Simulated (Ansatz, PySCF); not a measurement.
C2H2Cl2Si. Atoms are numbered in the order given.

```xyz
7

Si    -0.0107    -0.5386     0.0000
Cl    -0.9281     0.2226     1.6850
Cl    -0.9281     0.2226    -1.6850
C      1.7385    -0.0401     0.0000
C      2.9131     0.2769     0.0000
H     -0.1547    -2.0076     0.0000
H      3.9507     0.5598     0.0000
```
Charge 0, spin multiplicity 1.

Geometry: B3LYP-D3(BJ)/def2-SVP.

Vertical ionisation energy (IE) and electron affinity (EA) in eV. Rows of orbital energies are one-electron estimates. Where ΔSCF, EOM or ADC give a negative EA the extra electron is unbound and the value depends on the basis.

```tsv
level	IE	EA
−ε(HOMO), −ε(LUMO), ωB97X/def2-TZVP (PySCF)	(withheld)	(withheld)
−ε(HOMO), −ε(LUMO), PBE/def2-TZVP (PySCF)	7.51	1.90
ΔSCF, CAM-B3LYP/def2-SVPD (Ansatz), final states of multiplicity 2 and 2	11.13	-0.76
ΔSCF, PBE/def2-SVPD (Ansatz), final states of multiplicity 2 and 2	10.43	-0.48
```

Question: Fill in the missing entries. (The exact figures need the calculation; the answer reports its results.)

Answer: 
- −ε(HOMO), −ε(LUMO), ωB97X/def2-TZVP (PySCF), IE: 11.19
- −ε(HOMO), −ε(LUMO), ωB97X/def2-TZVP (PySCF), EA: -1.18

Question: What vertical singlet–triplet gap does ΔSCF give with CAM-B3LYP/def2-SVPD (Ansatz, a first-principles code) and with PBE/def2-SVPD (Ansatz)? (An estimate is asked for; the answer gives what the named calculation found.)

Answer: 5.01 and 4.93 eV (triplet above singlet where positive).
